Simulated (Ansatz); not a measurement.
The cluster Ga₅F, relaxed as a singlet with RKS PBE-D4/def2-SVP in Ansatz, starting from the GFN1-xTB geometry. Force threshold 0.02 eV/Å.

The restricted singlet is unstable towards broken spin symmetry at other levels; at PBE-D4/def2-SVP this wasn't settled. Another isomer (singlet) lies 0.19 eV lower at PBE0-D4/def2-TZVP; other spin states weren't run for this one.

Start:

Cartesian coordinates in Å:
```
Ga -1.2139 1.5466 0.7022
Ga 1.0445 1.0068 -0.1109
Ga -2.2472 -0.7306 -0.0702
Ga 0.0056 -1.3375 -1.0345
Ga 0.9033 1.5455 2.4790
F 1.5077 -2.0309 -1.9656
```

```csv
step,energy (eV),largest force component (eV/Å),SCF passes
1,-264531.7179,1.760,23
2,-264531.8650,1.206,29
3,-264531.9705,0.147,29
4,-264531.9790,0.156,29
5,-264532.0012,0.089,25
6,-264532.0068,0.373,30
7,-264532.0649,0.364,30
8,-264532.1357,0.351,31
9,-264532.1896,0.460,31
10,-264532.2565,0.446,30
11,-264532.3384,0.351,28
12,-264532.3504,0.332,24
13,-264532.3592,0.228,23
14,-264532.3730,0.116,28
15,-264532.3797,0.102,27
16,-264532.3826,0.047,24
17,-264532.3838,0.017,24
18,-264532.3840,0.010,22
```

Force components are those of the run's own axes.

End:

```xyz
6

Ga   -1.6360    1.3514    1.4561
Ga    0.9447    0.5265    0.3693
Ga   -1.6213   -0.4220   -0.1989
Ga    0.7254   -1.2290   -1.2281
Ga    0.6601    2.2813    2.0441
F     0.9272   -2.5083   -2.4426
```

Bonds formed: Ga2–Ga3 (atoms count from 1).

The force fell under the threshold at step 17, but the optimiser went on. No frequencies were taken in this run, so the end may be a saddle point.

Hardware: 4 threads of Arm Neoverse V2 on a shared host. Wall time 38 s.
